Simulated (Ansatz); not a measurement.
Reaction (atomization): `C1[SiH2]C[SiH2]1` → 2 C• + 8 H• + 2 Si•

Calculated with Ansatz (gas phase, PBE0-D4/def2-TZVP geometries, no zero-point term in ΔE). CCSD(T)/CBS is the MP2 limit (def2-TZVPP, def2-QZVPP) plus CCSD(T) − MP2 in def2-TZVPP, frozen cores. This one scheme is used for every species, atoms too. Functionals use def2-TZVPP. No spin–orbit coupling; open shells (•) take unrestricted orbitals. Spin–orbit coupling would lower the free atoms: a little for C, Si.

CCSD(T)/CBS gives +43.79 eV.

Problem. Another level gave +43.91 eV. Which?
A. PBE-D4/def2-TZVPP
B. CCSD/def2-TZVPP
C. BHLYP-D4/def2-TZVPP
D. r2SCAN-D4/def2-TZVPP

Solution. A. PBE-D4 43.91, CCSD/def2-TZVPP 42.28, BHLYP-D4 43.11, r2SCAN-D4 43.87 eV.

Problem. What do rigid-rotor, harmonic-oscillator terms from PBE0-D4/def2-TZVP frequencies (298.15 K, 1 bar) make of the CCSD(T)/CBS value? (Best estimate.)

Solution. Ansatz gave: ΔZPE = -2.37 eV, ΔH = +42.01 eV, ΔS = 1260 J/(mol·K), ΔG = +38.11 eV. Open shells count their whole term as degenerate.

Largest T1 diagnostic among the species: 0.012.

At CCSD(T), def2-SVP lies −2.53 eV from the extrapolated value and def2-TZVPP −1.04 eV: correlation converges slowly with the basis, and small sets miss more of it in the bonded molecule than in its fragments. From PBE to PBE0 (25 % exact exchange), in def2-TZVPP and without D4, ΔE moves by −0.13 eV: exact exchange takes away binding that semilocal exchange gives to molecules.

For atomizations the MP2-based limit and the directly extrapolated one differ by several kJ/mol either way, and by 10 to 25 for some Ge, Se and Sn compounds, so smaller differences from it don't rank the levels.
